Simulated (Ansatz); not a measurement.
Species: [W(=O)2(NH2)2] (charge 0, multiplicity 1), formula H4N2O2W.

How many basis functions does Ansatz (a quantum-chemistry and plane-wave program) with frozen-core CCSD(T)/def2-TZVPP // BP86-D3(BJ)/def2-SVP use, how many core orbitals are frozen, and how many electrons are correlated?

236 basis functions and 4 frozen orbitals, which leaves 40 correlated electrons. Core time is of the order of minutes.
